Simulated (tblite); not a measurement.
C6H6NS2 (doublet state).
Structure used (GFN2-xTB), in Å, numbered top down from 1:
```
atom  x, y, z in Å
C1    -3.2626   -0.2507   -0.2697
N2    -1.9136    0.1731   -0.4329
C3    -0.9523   -0.5180    0.0054
C4     0.4119   -0.1148   -0.1467
C5     0.9101    1.0194   -0.7528
C6     2.2931    1.0451   -0.6942
C7     2.9032    0.0168   -0.0899
S8     4.5984   -0.3102    0.1756
S9     1.6861   -1.1316    0.4886
H10   -3.7958    0.5185    0.2915
H11   -3.7223   -0.3155   -1.2575
H12   -3.3613   -1.2155    0.2461
H13   -1.0891   -1.4755    0.5331
H14    0.2776    1.7619   -1.1990
H15    5.0122    0.8050   -0.4250
```

Computed values, GFN2-xTB/tblite, gas phase, harmonic and unscaled. The method is semi-empirical: single wavenumbers can be off by several per cent or more. Modes of hydrogen on sulfur can be 10 to 20 % off. One conformer, not necessarily the lowest. Open shells enter through the occupations alone, without spin polarisation, and single modes of such species can be off by tens of per cent.

Harmonic wavenumbers (cm⁻¹): 60.7, 97.5, 126.1, 178.8, 190.6, 201.4, 213.4, 306.4, 317.3, 352.1, 383.4, 447.3, 496.5, 589.3, 665.7, 788.5, 799.9, 830.7, 895.3, 909.0, 1022.8, 1076.9, 1086.7, 1115.4, 1159.3, 1319.5, 1325.1, 1389.3, 1413.6, 1452.6, 1469.9, 1520.4, 1692.8, 2425.1, 2804.7, 2887.2, 2975.6, 2993.9, 3159.5.

A = 4997, B = 526.1, C = 477.4 MHz; mass 155.994 u (most abundant isotopes); point group Cs, symmetry number 1; spin multiplicity 2.

Q: Zero-point energy?

A: ½Σν̃ = 21570 cm⁻¹ = 61.67 kcal/mol.

Q: Entropy at 298.15 K, 1 bar (ideal gas, RRHO, classical rotation)?

A: Translation 41.07, rotation 29.93, vibration 28.16, spin (R ln 2) 1.38: S = 100.5 cal/(mol K).

Q: And Cp and H(298.15 K) − H(0)?

A: Cp = 37.26 cal/(mol K), of which vibrations give 29.31 (their classical limit is 39 R = 77.5); H(298.15 K) − H(0) = 6.96 kcal/mol without the zero-point energy, 4.59 from vibrations.

Q: Which modes carry the vibrational entropy at 298.15 K?

A: 60.7 cm⁻¹: 4.43; 97.5 cm⁻¹: 3.50; 126.1 cm⁻¹: 3.00; 178.8 cm⁻¹: 2.34; 190.6 cm⁻¹: 2.22; 201.4 cm⁻¹: 2.12 cal/(mol K); the other 33 give 10.53 together.

Q: How do the functions run with temperature in this model?

A: 
```
T (K)  S (cal/(mol K))  Cp (cal/(mol K))  H − H(0) (kcal/mol)  G − H(0) (kcal/mol)  ln q(vib)
  100             70.9              19.0                 1.26                -5.83       1.29
  200             87.4              29.1                 3.69               -13.78       3.85
  300            100.8              37.4                 7.03               -23.20       6.48
  500            123.2              51.0                15.94               -45.68      11.48
  800            150.2              63.5                33.29               -86.86      18.27
 1000            165.0              68.7                46.54              -118.41      22.33
```

q(vib) and H(0) count from the zero-point level.

Q: Blend soft modes into free rotors: weight 1/[1 + (100 cm⁻¹/ν̃)⁴] for the oscillator and the rest for a rotor with moment μB/(μ + B), μ = h/(8π²ν), B = 10⁻⁴⁴ kg m². What vibrational entropy results?

A: 26.79 cal/(mol K) in place of 28.16, which changes −T·S at 298.15 K by +0.41 kcal/mol.

Hindered rotation and anharmonicity are outside this model. Other conformers, if any are populated, would add a mixing term that is left out.

Time: 0.98 s of wall time. Hardware: Arm Neoverse N1, one thread, shared host. The figure is for the frequency step alone.
